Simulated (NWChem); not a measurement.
# Excited singlets of O₂Zr by symmetry

SMILES: [O]=[Zr]=[O]
```xyz
3

Zr     0.0000     0.0000     0.2967
O     -1.4393     0.0000    -0.7418
O      1.4393     0.0000    -0.7418
```
Charge 0, spin multiplicity 1.

Program: NWChem. The geometry was optimised at B3LYP/def2-SVP with def2 effective core potentials on Zr, a minimum by its harmonic frequencies.

Basis set: def2-SVPD. Symmetry labels belong to the abelian group C2v used in the runs, with the axes of the coordinates shown. Entries are the lowest vertical excitation energy of each symmetry in eV (for CIS and TDDFT among the lowest few roots); a state of one symmetry need not have the same character in every method. Symmetries that some method's roots don't reach, or where a double excitation leads the EOM-CCSD root, are left out.

Effective core potentials replace the inner electrons of Zr; spin-orbit coupling is left out. The correlated methods keep 2 core orbitals frozen. B3LYP has NWChem's definition, with VWN1-RPA local correlation. The structure started from a generated list of species. Coupled-cluster values serve here as a point of comparison, not as the truth.

```
method          b1    a1
------------  ----  ----
CIS           4.28  4.66
TD-PBE        1.83  2.75
TD-B3LYP      2.25  3.03
TD-BHandHLYP  3.02  3.62
EOM-CCSD      2.03  2.83
```
